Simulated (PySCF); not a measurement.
C₂H₆FGaO, SMILES [F][Ga]([O]C)[CH3].

Coordinates come from a B3LYP-D3(BJ)/def2-SVP optimisation. The structure was generated by enumeration; whether it is a known compound was not checked. Other conformers were not sampled.

Two levels are set side by side: PBE/def2-TZVP (PySCF) and CAM-B3LYP/def2-TZVP (PySCF). Same geometry, gas phase. Differences are taken from unrounded values.

```tsv
quantity	CAM-B3LYP	PBE	PBE minus CAM-B3LYP
orbital gap (eV)	9.94	5.13	-4.81
highest occupied level (eV)	-9.48	-6.47	3.00
lowest empty level (eV)	0.46	-1.35	-1.81
dipole moment (D)	3.75	3.51	-0.24
mean polarisability (bohr³)	53.1	56.9	3.8
```

PBE's occupied levels lie high since its potential decays too fast outside the molecule; exact exchange lowers them and widens the gap. PBE's more diffuse valence density responds more strongly to a field. Differences between two approximate levels are no errors against the true value.

Rough cost on one machine, each run with all the roots and properties that it gave: CAM-B3LYP against PBE within a factor of 2.
